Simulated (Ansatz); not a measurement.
CH4AlFO. The species carries charge 0 and has multiplicity 1. The bonds changed during the relaxation, so this is another structure than the one it started from.

Cartesian coordinates in Å:
```
O 0.200 0.771 -0.735
C 0.943 -0.171 0.211
Al -0.932 -0.602 0.039
F -1.916 0.122 1.166
H 0.207 1.675 -0.406
H 1.300 0.394 1.071
H 1.772 -0.594 -0.350
H -1.573 -1.595 -0.996
```

Problem. What are the harmonic wavenumbers in cm⁻¹ at PBE0-D4/def2-TZVP (Ansatz, finite differences of forces, unscaled)? (An estimate is asked.)

Solution. The calculation gave: 155, 202, 360, 439, 523, 581, 642, 678, 822, 848, 1016, 1166, 1235, 1448, 1979, 3112, 3193, 3860.

Problem. Is this a minimum?

Solution. Yes, all 18 modes are real.

Problem. Give the ideal-gas thermochemistry at 298.15 K and 1 bar (rigid rotor, harmonic oscillator; point group C1, symmetry number 1).

Solution. Zero-point energy 133.1 kJ/mol; H(298) − E = 150.1 kJ/mol; entropy 305.2 J/(mol·K), of which translation 163.2, rotation 104.2, vibration 37.8; G(298) − E = 59.1 kJ/mol.

Problem. Rotational constants (cm⁻¹)?

Solution. 0.3991, 0.1373, 0.1318.
